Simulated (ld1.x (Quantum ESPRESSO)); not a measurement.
Sb (Z = 51): one change to a TM potential, before and after

antimony, norm-conserving Troullier–Martins (Kleinman–Bylander form), made with ld1.x (Quantum ESPRESSO) 7.5 (PBEsol, scalar-relativistic). Core [Kr], reference 4d10 5s2 5p2 (charge +1). Waves: 5s (bound): rc 1.55 bohr; 5p (bound): rc 1.60 bohr; 4f channel at 0.45 Ry: rc 1.35 bohr; 4d (bound): rc 1.45 bohr. Local part: the d channel. Core correction: a·sin(br)/r model core inside 0.70 bohr.

All-electron outer shells of the reference configuration (PBEsol, scalar-relativistic, ld1.x):

```tsv
shell	level (eV)	outermost node (bohr)	outermost maximum (bohr)
4p	-110.17	0.39	0.76
4d	-41.97	0.38	0.84
5s	-20.71	0.95	1.88
5p	-12.03	1.04	2.24
```

Change: all radii but the core radius scaled by about 0.89 (s 1.38, p 1.44, d 1.30, f 1.20 bohr).

Cutoffs: the cutoffs (Ry, on a coarse ladder) from which the occupation-weighted sum of valence levels, in a spherical-Bessel basis at the reference potential, stays within 10 and 1 mRy of its value at 400 Ry; they do not see the model core or the augmentation charge, which bear on the density cutoff. Errors are all-electron minus pseudo energies relative to the spin-unpolarised reference configuration.

**Question.** Predict the effect on cutoff, ghosts and configuration errors.

**Answer.** The potential gets harder (100 Ry and 160 Ry → 140 Ry and 200 Ry); both files keep a bound ghost (p, s); of the 7 tests that both files solve, the error grows in 4 and shrinks in 0 by more than 15 % and 0.3 meV (median size 3.3 → 5.6 meV). A smaller radius makes the pseudo-wave follow the all-electron one further in, where it bends more sharply, so more plane waves are needed. That the errors move this way runs against the usual rule that smaller radii transfer better.

| quantity | base | changed |
| --- | --- | --- |
| cutoff, loose | 100 Ry | 140 Ry |
| cutoff, tight | 160 Ry | 200 Ry |
| loose cutoff by channel (10 mRy a level) | s 30 Ry, p 45 Ry, d 80 Ry | s 45 Ry, p 120 Ry, d 80 Ry |
| bound ghosts | s, p | s, p |
| error for 4d10 5s2 5p3, meV [ΔE -8.34 eV] | -0.2 | -3.2 |
| error for 4d10 5s2 5p1, meV [ΔE 16.01 eV] | -4.8 | -9.0 |
| error for 4d10 5s2 5p0, meV [ΔE 40.46 eV] | -4.5 | -20 |
| error for 4d10 5s2 5p2.5, meV [ΔE -5.07 eV] | +0.6 | -0.3 |
| error for 4d10 5s2 5p3.3, meV [ΔE -9.51 eV] | -1.2 | -5.6 |
| error for 4d9 5s2 5p4, meV [ΔE 22.70 eV] | -274 | -250 |
| error for 4d10 5s1 5p3, meV [ΔE 8.76 eV] | -3.3 | -3.7 |

 A true bound ghost makes a file unfit for plane-wave use even where its test errors are small: the radial tests pick states by their node count and pass the ghost by.
